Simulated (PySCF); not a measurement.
C2HInN2O2 (SMILES O=C=[N][InH][N]=C=O), singlet, at a GFN2-xTB geometry (such geometries of metal compounds can be far from the true shape) (all electrons, no relativity), with bond 2-1 at 1.4 times its length; SA2-CASSCF(4,6)/STO-3G (PySCF).

Input for PySCF:
```python
from pyscf import gto, scf, mcscf
import numpy

mol = gto.Mole()
mol.atom = '''
    In   -0.691414   -0.373945   -0.515789
    H    -2.406079   -1.301307   -1.794913
    N    -0.401101    1.614202   -0.474955
    C     0.222385    2.548993   -0.067191
    O     0.767297    3.508964    0.275461
    N     0.528319   -1.545397    0.569859
    C     1.455118   -1.641729    1.318594
    O     2.337693   -1.829657    2.040832
'''
mol.basis = 'sto-3g'
mol.charge = 0
mol.spin = 0
mol.verbose = 4
mol.build()

mf = scf.RHF(mol)
mf.kernel()
mc = mcscf.CASSCF(mf, 6, 4)
mc.fix_spin_(ss=0.0)
mc = mc.state_average_([0.5, 0.5])
mc.kernel()
```

Output, abridged:

```
PySCF version 2.14.0

[INPUT] verbose = 4
[INPUT] num. atoms = 8
[INPUT] num. electrons = 92
[INPUT] charge = 0
[INPUT] spin (= nelec alpha-beta = 2S) = 0
[INPUT] symmetry False subgroup None
[INPUT] Mole.unit = angstrom
[INPUT] Symbol           X                Y                Z      unit          X                Y                Z       unit  Magmom
[INPUT]  1 In    -0.691414000000  -0.373945000000  -0.515789000000 AA   -1.306583098690  -0.706653635650  -0.974699948063 Bohr   0.0
[INPUT]  2 H     -2.406079000000  -1.301307000000  -1.794913000000 AA   -4.546830344067  -2.459113833979  -3.391893987421 Bohr   0.0
[INPUT]  3 N     -0.401101000000   1.614202000000  -0.474955000000 AA   -0.757971038289   3.050399689725  -0.897534871493 Bohr   0.0
[INPUT]  4 C      0.222385000000   2.548993000000  -0.067191000000 AA    0.420246744211   4.816898663433  -0.126972588036 Bohr   0.0
[INPUT]  5 O      0.767297000000   3.508964000000   0.275461000000 AA    1.449981186200   6.630980940958   0.520545847999 Bohr   0.0
[INPUT]  6 N      0.528319000000  -1.545397000000   0.569859000000 AA    0.998378216404  -2.920377083724   1.076877439619 Bohr   0.0
[INPUT]  7 C      1.455118000000  -1.641729000000   1.318594000000 AA    2.749774498925  -3.102418180756   2.491781529495 Bohr   0.0
[INPUT]  8 O      2.337693000000  -1.829657000000   2.040832000000 AA    4.417599533313  -3.457550631893   3.856613546248 Bohr   0.0

nuclear repulsion = 550.968182732068
number of shells = 30
number of NR pGTOs = 174
number of NR cGTOs = 58
basis = sto-3g
ecp = {}

******** <class 'pyscf.scf.hf.RHF'> ********
method = RHF
initial guess = minao
damping factor = 0
level_shift factor = 0
DIIS = <class 'pyscf.scf.diis.CDIIS'>
diis_start_cycle = 1
diis_space = 8
diis_damp = 0
SCF conv_tol = 1e-09
SCF conv_tol_grad = None
SCF max_cycles = 50
direct_scf = True
direct_scf_tol = 1e-13
Set gradient conv threshold to 3.16228e-05
Initial guess from minao.
init E= -5999.57366886122
  HOMO = -0.522380669142302  LUMO = -0.262705561694854  gap/eV = 7.06612
cycle= 1 E= -6013.01671837488  delta_E= -13.4  |g|= 1.03  |ddm|= 4.61
  HOMO = -0.223129371260255  LUMO = 0.211263094339106  gap/eV = 11.82042
cycle= 2 E= -6013.27147587718  delta_E= -0.255  |g|= 0.599  |ddm|= 2.02
  HOMO = -0.285535899115333  LUMO = 0.177241571828938  gap/eV = 12.59282
cycle= 3 E= -6013.36348481675  delta_E= -0.092  |g|= 0.128  |ddm|= 0.736
  HOMO = -0.282343124579286  LUMO = 0.180615806038144  gap/eV = 12.59775
cycle= 4 E= -6013.36821123719  delta_E= -0.00473  |g|= 0.0376  |ddm|= 0.194
  HOMO = -0.284527116045494  LUMO = 0.175098382554514  gap/eV = 12.50705
cycle= 5 E= -6013.36875738413  delta_E= -0.000546  |g|= 0.00526  |ddm|= 0.0647
  HOMO = -0.284151825940423  LUMO = 0.177002221760379  gap/eV = 12.54864
cycle= 6 E= -6013.36877727096  delta_E= -1.99e-05  |g|= 0.00121  |ddm|= 0.0177
  HOMO = -0.284293986752312  LUMO = 0.176780344136096  gap/eV = 12.54647
cycle= 7 E= -6013.36877853743  delta_E= -1.27e-06  |g|= 0.00024  |ddm|= 0.00488
  HOMO = -0.284365174228141  LUMO = 0.176799981128323  gap/eV = 12.54894
cycle= 8 E= -6013.36877860706  delta_E= -6.96e-08  |g|= 9.07e-05  |ddm|= 0.000967
  HOMO = -0.284354047789113  LUMO = 0.176803695680628  gap/eV = 12.54874
cycle= 9 E= -6013.36877862045  delta_E= -1.34e-08  |g|= 4.28e-05  |ddm|= 0.000381
  HOMO = -0.284361598107336  LUMO = 0.176805371269319  gap/eV = 12.54899
cycle= 10 E= -6013.36877862438  delta_E= -3.92e-09  |g|= 9.44e-06  |ddm|= 0.000284
  HOMO = -0.284360285422449  LUMO = 0.176806452673417  gap/eV = 12.54899
cycle= 11 E= -6013.36877862452  delta_E= -1.45e-10  |g|= 2.58e-06  |ddm|= 5.44e-05
  HOMO = -0.284360299248242  LUMO = 0.176806248076617  gap/eV = 12.54898
Extra cycle  E= -6013.36877862453  delta_E= -8.19e-12  |g|= 1.2e-06  |ddm|= 5.19e-06
converged SCF energy = -6013.36877862453

******** <class 'pyscf.mcscf.addons.StateAverageCASSCF'> ********
CAS (2e+2e, 6o), ncore = 44, nvir = 8
max_cycle_macro = 50
max_cycle_micro = 4
conv_tol = 1e-07
conv_tol_grad = None
orbital rotation max_stepsize = 0.02
orbital rotation threshold for CI restart = 0.01
augmented hessian ah_max_cycle = 30
augmented hessian ah_conv_tol = 1e-12
augmented hessian ah_linear dependence = 1e-14
augmented hessian ah_level shift = 1e-08
augmented hessian ah_start_tol = 2.5
augmented hessian ah_start_cycle = 3
augmented hessian ah_grad_trust_region = 3
kf_trust_region = 3
kf_interval = 4
ci_response_space = 4
ci_grad_trust_region = 3
with_dep4 0
natorb = False
canonicalization = True
sorting_mo_energy = False
ao2mo_level = 2
internal_rotation = False
******** <class 'pyscf.mcscf.addons.StateAverageSpinPenaltyFCISolver'> ********
max. cycles = 50
conv_tol = 1e-08
davidson only = True
linear dependence = 1e-12
level shift = 0.001
max iter space = 12
nroots = 2
pspace_size = 400
spin = None
State-average over 2 states with weights [0.5, 0.5]
CASCI E = -6013.24054671570  S^2 = 0.0000000
Set conv_tol_grad to 0.000316228
macro iter   1 ( 21 JK    4 micro), CASSCF E = -6013.24841020363  dE = -7.86348792e-03  S^2 = 0.0000000
               |grad[o]|=0.102  |ddm|=0.0186  |maxRot[o]|=0.194
macro iter   2 ( 21 JK    4 micro), CASSCF E = -6013.25151818163  dE = -3.10797800e-03  S^2 = 0.0000000
               |grad[o]|=0.0257  |ddm|=0.0128  |maxRot[o]|=0.154
macro iter   3 ( 21 JK    4 micro), CASSCF E = -6013.25937496011  dE = -7.85677848e-03  S^2 = 0.0000000
               |grad[o]|=0.0199  |ddm|=0.0152  |maxRot[o]|= 0.19
macro iter   4 ( 21 JK    4 micro), CASSCF E = -6013.26577236298  dE = -6.39740287e-03  S^2 = 0.0000000
               |grad[o]|=0.0206  |ddm|=0.066  |maxRot[o]|=0.241
macro iter   5 ( 21 JK    4 micro), CASSCF E = -6013.27477147053  dE = -8.99910754e-03  S^2 = 0.0000000
               |grad[o]|=0.0177  |ddm|=0.0962  |maxRot[o]|=0.199
macro iter   6 ( 21 JK    4 micro), CASSCF E = -6013.28816792164  dE = -1.33964511e-02  S^2 = 0.0000000
               |grad[o]|=0.0205  |ddm|=0.138  |maxRot[o]|=0.307
macro iter   7 ( 21 JK    4 micro), CASSCF E = -6013.29544441745  dE = -7.27649581e-03  S^2 = 0.0000000
               |grad[o]|=0.0202  |ddm|=0.0323  |maxRot[o]|=0.307
macro iter   8 ( 21 JK    4 micro), CASSCF E = -6013.29924511683  dE = -3.80069938e-03  S^2 = 0.0000000
               |grad[o]|=0.0124  |ddm|=0.0301  |maxRot[o]|=0.269
macro iter   9 ( 21 JK    4 micro), CASSCF E = -6013.30139842480  dE = -2.15330797e-03  S^2 = 0.0000000
               |grad[o]|=0.00853  |ddm|=0.0253  |maxRot[o]|=0.277
macro iter  10 ( 16 JK    4 micro), CASSCF E = -6013.30377705340  dE = -2.37862860e-03  S^2 = 0.0000000
               |grad[o]|=0.00879  |ddm|=0.0262  |maxRot[o]|=0.0973
macro iter  11 ( 16 JK    4 micro), CASSCF E = -6013.30460435139  dE = -8.27297992e-04  S^2 = 0.0000000
               |grad[o]|=0.00842  |ddm|=0.0507  |maxRot[o]|=0.0554
macro iter  12 ( 19 JK    4 micro), CASSCF E = -6013.30498445967  dE = -3.80108278e-04  S^2 = 0.0000000
               |grad[o]|=0.00883  |ddm|=0.127  |maxRot[o]|=0.0989
macro iter  13 ( 15 JK    4 micro), CASSCF E = -6013.30601920765  dE = -1.03474798e-03  S^2 = 0.0000000
               |grad[o]|=0.00914  |ddm|=0.0311  |maxRot[o]|=0.0996
macro iter  14 ( 15 JK    4 micro), CASSCF E = -6013.30675429621  dE = -7.35088555e-04  S^2 = 0.0000000
               |grad[o]|=0.00899  |ddm|=0.0168  |maxRot[o]|=0.044
macro iter  15 ( 13 JK    4 micro), CASSCF E = -6013.30682149522  dE = -6.71990128e-05  S^2 = 0.0000000
               |grad[o]|=0.00267  |ddm|=0.0036  |maxRot[o]|=0.0139
macro iter  16 (  4 JK    1 micro), CASSCF E = -6013.30682348122  dE = -1.98599446e-06  S^2 = 0.0000000
               |grad[o]|=0.00039  |ddm|=0.000643  |maxRot[o]|=0.0029
macro iter  17 (  3 JK    1 micro), CASSCF E = -6013.30682367199  dE = -1.90777428e-07  S^2 = 0.0000000
               |grad[o]|=0.000148  |ddm|=0.000169  |maxRot[o]|=0.000745
macro iter  18 (  3 JK    1 micro), CASSCF E = -6013.30682370307  dE = -3.10728865e-08  S^2 = 0.0000000
               |grad[o]|=7.47e-05  |ddm|=9.37e-05  |maxRot[o]|=0.000183
1-step CASSCF converged in  18 macro (293 JK  63 micro) steps
CASSCF canonicalization
Density matrix diagonal elements [1.94225121 1.45788341 0.45319287 0.10325964 0.01559591 0.02781696]
CASSCF energy = -6013.30682370307
CASCI E = -6013.30682370307  E(CI) = -3.90419779076092  S^2 = 0.0000000
CASCI state-averaged energy = -6013.30682370307
CASCI energy for each state
  State 0 weight 0.5  E = -6013.43019603338 S^2 = 0.0000000
  State 1 weight 0.5  E = -6013.18345137275 S^2 = 0.0000000
```
